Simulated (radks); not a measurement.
Question: The mean radii <r> (bohr) of the occupied orbitals of an atom or ion are listed with their occupations. Calculated with a radial shooting solver on a logarithmic mesh with Libxc functionals: Dirac Kohn-Sham, PBEsol, spin-unpolarised, spherical densities, point nucleus.

orbital  occ.     <r>
1s1/2       2  0.1203
2s1/2       2  0.6042
2p1/2       2  0.5649
2p3/2       3  0.5668

Name the element and its charge. Open shells, if any, fill j = l - 1/2 first.

Answer: Z = 13, aluminium, charge +4: Al4+ in [He] 2s2 2p5. The 1s radius gives Z: for a bare nucleus <r> = (2 gamma + 1)/(2Z) with gamma = sqrt(1 - (Z/c)^2), 0.115 bohr for Z = 13, and screening makes it slightly larger (0.1203 here). The occupations add up to 9, and the charge is Z minus that.
